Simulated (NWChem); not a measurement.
System: ZrH4S3; SMILES [SH][ZrH]([SH])[SH]

NWChem input:

```
start job
memory heap 200 mb stack 900 mb global 1100 mb
geometry units angstroms
  Zr    -0.335654    -0.510364    -0.002773
  H     -1.295060    -1.967271    -0.010215
  S      1.948154    -0.596926    -0.944263
  H      1.667370     0.272596    -1.925484
  S     -1.186494     1.467094    -1.217835
  H     -1.290871     2.210025    -0.106592
  S      0.175414     0.553923     2.169252
  H      1.497079     0.364697     2.046380
end
basis spherical
  * library def2-svp
end
ecp
  Zr library def2-ecp
end
dft
  xc pbe0
  iterations 150
end
driver
  maxiter 120
end
task dft optimize
```

Excerpt of the output:

```
             Northwest Computational Chemistry Package (NWChem) 7.3.0
             --------------------------------------------------------

 C3  symmetry detected

                             Geometry "geometry" -> ""
                             -------------------------

 Output coordinates in angstroms (scale by  1.889725989 to convert to a.u.)

  No.       Tag          Charge          X              Y              Z
 ---- ---------------- ---------- -------------- -------------- --------------
    1 Zr                  40.0000     0.00000000     0.00000000    -0.65319224
    2 H                    1.0000    -0.00000000     0.00000000    -2.39763854
    3 S                   16.0000    -0.41305990     2.13300885     0.52591386
    4 H                    1.0000    -1.54659431     1.69679363     1.09382093
    5 S                   16.0000    -1.64070990    -1.42422480     0.52591386
    6 H                    1.0000    -0.69616924    -2.18778677     1.09382093
    7 S                   16.0000     2.05376981    -0.70878406     0.52591386
    8 H                    1.0000     2.24276354     0.49099314     1.09382093

 Effective nuclear repulsion energy (a.u.)     593.6760842280

      Symmetry information
      --------------------

 Group name             C3
 Group number              5
 Group order               3
 No. of unique centers     4

                                Z-matrix (autoz)
                                --------

 Units are Angstrom for bonds and degrees for angles

      Type          Name      I     J     K     L     M      Value
      ----------- --------  ----- ----- ----- ----- ----- ----------
    1 Stretch                  1     2                       1.74445
    2 Stretch                  1     3                       2.47197
    3 Stretch                  1     5                       2.47197
    4 Stretch                  1     7                       2.47197
    5 Stretch                  3     4                       1.34078
    6 Stretch                  5     6                       1.34078
    7 Stretch                  7     8                       1.34078
    8 Bend                     1     3     4                93.58749
    9 Bend                     1     5     6                93.58749
   10 Bend                     1     7     8                93.58749
   11 Bend                     2     1     3               118.48903
   12 Bend                     2     1     5               118.48903
   13 Bend                     2     1     7               118.48903
   14 Bend                     3     1     5                99.13262
   15 Bend                     3     1     7                99.13262
   16 Bend                     5     1     7                99.13262
   17 Torsion                  2     1     3     4         116.66932
   18 Torsion                  2     1     5     6         116.66932
   19 Torsion                  2     1     7     8         116.66932
   20 Torsion                  3     1     5     6        -113.76812
   21 Torsion                  3     1     7     8         -12.89323
   22 Torsion                  4     3     1     5         -12.89323
   23 Torsion                  4     3     1     7        -113.76812
   24 Torsion                  5     1     7     8        -113.76812
   25 Torsion                  6     5     1     7         -12.89323

                           NWChem Geometry Optimization
                           ----------------------------

 maximum gradient threshold         (gmax) =   0.000450
 rms gradient threshold             (grms) =   0.000300
 maximum cartesian step threshold   (xmax) =   0.001800
 rms cartesian step threshold       (xrms) =   0.001200
 fixed trust radius                (trust) =   0.300000
 source of zmatrix                         =   autoz

          -------------------
          Energy Minimization
          -------------------

 Using diagonal initial Hessian
 Scaling for Hessian diagonals: bonds = 1.00  angles = 0.25  torsions = 0.10

          --------
          Step   0

                                 NWChem DFT Module
                                 -----------------

 Summary of "ao basis" -> "ao basis" (spherical)
 ------------------------------------------------------------------------------
       Tag                 Description            Shells   Functions and Types
 ---------------- ------------------------------  ------  ---------------------
 Zr                         def2-svp                11       31   5s3p2d1f
 H                          def2-svp                 3        5   2s1p
 S                          def2-svp                 8       18   4s3p1d

      Symmetry analysis of basis
      --------------------------

        a          39
        e+         33
        e-         33

  Rotation of axis

            General Information
            -------------------
          SCF calculation type: DFT
          Wavefunction type:  closed shell.
          No. of atoms     :     8
          No. of electrons :    64
           Alpha electrons :    32
            Beta electrons :    32
          Charge           :     0
          Spin multiplicity:     1
          Use of symmetry is: on ; symmetry adaption is: on
          Maximum number of iterations: 150
          AO basis - number of functions:   105
                     number of shells:    47
          Convergence on energy requested:  1.00D-06
          Convergence on density requested:  1.00D-05
          Convergence on gradient requested:  5.00D-04

              XC Information
              --------------
                         PBE0 Method XC Functional
                     Hartree-Fock (Exact) Exchange  0.250
          PerdewBurkeErnzerhof Exchange Functional  0.750
            Perdew 1991 LDA Correlation Functional  1.000 local
           PerdewBurkeErnz. Correlation Functional  1.000 non-local

             Grid Information
             ----------------
          Grid used for XC integration:  medium
          Radial quadrature: Mura-Knowles
          Angular quadrature: Lebedev.
          Tag              B.-S. Rad. Rad. Pts. Rad. Cut. Ang. Pts.
          ---              ---------- --------- --------- ---------
          Zr                  1.55      123          10.0       590
          H                   0.35       45          11.0       434
          S                   1.00       88          11.0       590
          Grid pruning is: on
          Number of quadrature shells:   301
          Spatial weights used:  Erf1

      Superposition of Atomic Density Guess
      -------------------------------------

 Sum of atomic energies:       -1247.53855606

      Non-variational initial energy
      ------------------------------

 Total energy =   -1241.029872
 1-e energy   =   -2289.638635
 2-e energy   =     766.545649
 HOMO         =      -0.331283
 LUMO         =      -0.008700

      Symmetry analysis of molecular orbitals - initial
      -------------------------------------------------

  Numbering of irreducible representations:

     1 a           2 e+          3 e-

  Orbital symmetries:

     1 a           2 e+          3 e+          4 a           5 e+
     6 e+          7 e+          8 e+          9 a          10 a
    11 e+         12 e+         13 a          14 e+         15 e+
    16 a          17 a          18 e+         19 e+         20 a
    21 e+         22 e+         23 e+         24 e+         25 a
    26 a          27 e+         28 e+         29 a          30 a
    31 e+         32 e+         33 a          34 e+         35 e+
    36 e+         37 e+         38 a          39 e+         40 e+
    41 a          42 e+

   convergence    iter        energy       DeltaE   RMS-Dens  Diis-err
 ---------------- ----- ----------------- --------- --------- ---------
 d= 0,ls=0.0,diis     1  -1243.1364474026 -1.53D+03  3.64D-02  9.71D-01
 d= 0,ls=0.0,diis     2  -1239.9643912680  3.17D+00  2.71D-02  2.49D+01
 d= 0,ls=0.0,diis     3  -1243.3102463808 -3.35D+00  2.93D-03  1.17D-01
 d= 0,ls=0.0,diis     4  -1243.3268421943 -1.66D-02  9.64D-04  1.30D-02
 d= 0,ls=0.0,diis     5  -1243.3289181702 -2.08D-03  1.99D-04  2.90D-04
  Resetting Diis
 d= 0,ls=0.0,diis     6  -1243.3289586314 -4.05D-05  5.21D-05  2.25D-05
 d= 0,ls=0.0,diis     7  -1243.3289626927 -4.06D-06  2.18D-05  1.16D-06
 d= 0,ls=0.0,diis     8  -1243.3289627298 -3.71D-08  1.18D-05  1.28D-06
 d= 0,ls=0.0,diis     9  -1243.3289629011 -1.71D-07  4.42D-06  2.07D-07

[...]

      ----------------------
      Optimization converged
      ----------------------

  Step       Energy      Delta E   Gmax     Grms     Xrms     Xmax
  ---- ---------------- -------- -------- -------- -------- --------
@    9   -1243.34407496 -8.0D-08  0.00002  0.00001  0.00054  0.00111
                                     ok       ok       ok       ok

                                Z-matrix (autoz)
                                --------

 Units are Angstrom for bonds and degrees for angles

      Type          Name      I     J     K     L     M      Value     Gradient
      ----------- --------  ----- ----- ----- ----- ----- ---------- ----------
    1 Stretch                  1     2                       1.83534    0.00000
    2 Stretch                  1     3                       2.42604   -0.00002
    3 Stretch                  1     5                       2.42604   -0.00002
    4 Stretch                  1     7                       2.42604   -0.00002
    5 Stretch                  3     4                       1.35635    0.00001
    6 Stretch                  5     6                       1.35635    0.00001
    7 Stretch                  7     8                       1.35635    0.00001
    8 Bend                     1     3     4                91.19604    0.00002
    9 Bend                     1     5     6                91.19604    0.00002
   10 Bend                     1     7     8                91.19604    0.00002
   11 Bend                     2     1     3               105.80851   -0.00000
   12 Bend                     2     1     5               105.80851   -0.00000
   13 Bend                     2     1     7               105.80851   -0.00000
   14 Bend                     3     1     5               112.87229    0.00000
   15 Bend                     3     1     7               112.87229    0.00000
   16 Bend                     5     1     7               112.87229    0.00000
   17 Torsion                  2     1     3     4         116.32111   -0.00000
   18 Torsion                  2     1     5     6         116.32111   -0.00000
   19 Torsion                  2     1     7     8         116.32111   -0.00000
   20 Torsion                  3     1     5     6        -128.41857   -0.00000
   21 Torsion                  3     1     7     8           1.06079    0.00000
   22 Torsion                  4     3     1     5           1.06079    0.00000
   23 Torsion                  4     3     1     7        -128.41857   -0.00000
   24 Torsion                  5     1     7     8        -128.41857   -0.00000
   25 Torsion                  6     5     1     7           1.06079    0.00000

                         Geometry "geometry" -> "geometry"
                         ---------------------------------

 Output coordinates in angstroms (scale by  1.889725989 to convert to a.u.)

  No.       Tag          Charge          X              Y              Z
 ---- ---------------- ---------- -------------- -------------- --------------
    1 Zr                  40.0000     0.00000000    -0.00000000    -0.26006085
    2 H                    1.0000     0.00000000    -0.00000000    -2.09540461
    3 S                   16.0000    -0.49248560     2.28173662     0.40084844
    4 H                    1.0000    -1.65178149     1.89181031     0.98709791
    5 S                   16.0000    -1.72979907    -1.56737335     0.40084844
    6 H                    1.0000    -0.81246505    -2.37638989     0.98709791
    7 S                   16.0000     2.22228468    -0.71436326     0.40084844
    8 H                    1.0000     2.46424654     0.48457958     0.98709791

 Effective nuclear repulsion energy (a.u.)     593.0555361653

      Symmetry information
      --------------------

 Group name             C3
 Group number              5
 Group order               3
 No. of unique centers     4

                Final and change from initial internal coordinates
                --------------------------------------------------

                                Z-matrix (autoz)
                                --------

 Units are Angstrom for bonds and degrees for angles

      Type          Name      I     J     K     L     M      Value       Change
      ----------- --------  ----- ----- ----- ----- ----- ---------- ----------
    1 Stretch                  1     2                       1.83534    0.09090
    2 Stretch                  1     3                       2.42604   -0.04593
    3 Stretch                  1     5                       2.42604   -0.04593
    4 Stretch                  1     7                       2.42604   -0.04593
    5 Stretch                  3     4                       1.35635    0.01557
    6 Stretch                  5     6                       1.35635    0.01557
    7 Stretch                  7     8                       1.35635    0.01557
    8 Bend                     1     3     4                91.19604   -2.39145
    9 Bend                     1     5     6                91.19604   -2.39145
   10 Bend                     1     7     8                91.19604   -2.39145
   11 Bend                     2     1     3               105.80851  -12.68051
   12 Bend                     2     1     5               105.80851  -12.68051
   13 Bend                     2     1     7               105.80851  -12.68051
   14 Bend                     3     1     5               112.87229   13.73967
   15 Bend                     3     1     7               112.87229   13.73967
   16 Bend                     5     1     7               112.87229   13.73967
   17 Torsion                  2     1     3     4         116.32111   -0.34822
   18 Torsion                  2     1     5     6         116.32111   -0.34822
   19 Torsion                  2     1     7     8         116.32111   -0.34822
   20 Torsion                  3     1     5     6        -128.41857  -14.65045
   21 Torsion                  3     1     7     8           1.06079   13.95402
   22 Torsion                  4     3     1     5           1.06079   13.95402
   23 Torsion                  4     3     1     7        -128.41857  -14.65045
   24 Torsion                  5     1     7     8        -128.41857  -14.65045
   25 Torsion                  6     5     1     7           1.06079   13.95402

 ==============================================================================
                                internuclear distances
 ------------------------------------------------------------------------------
       center one      |      center two      | atomic units |  angstroms
 ------------------------------------------------------------------------------
    2 H                |   1 Zr               |     3.46830  |     1.83534
    3 S                |   1 Zr               |     4.58455  |     2.42604
    4 H                |   3 S                |     2.56314  |     1.35635
    5 S                |   1 Zr               |     4.58455  |     2.42604
    6 H                |   5 S                |     2.56314  |     1.35635
    7 S                |   1 Zr               |     4.58455  |     2.42604
    8 H                |   7 S                |     2.56314  |     1.35635
 ------------------------------------------------------------------------------
                         number of included internuclear distances:          7
 ==============================================================================
```

Level: PBE0/def2-SVP with def2 effective core potentials on Zr. No frequency run checked for a minimum. def2 effective core potentials on Zr; no spin-orbit coupling.
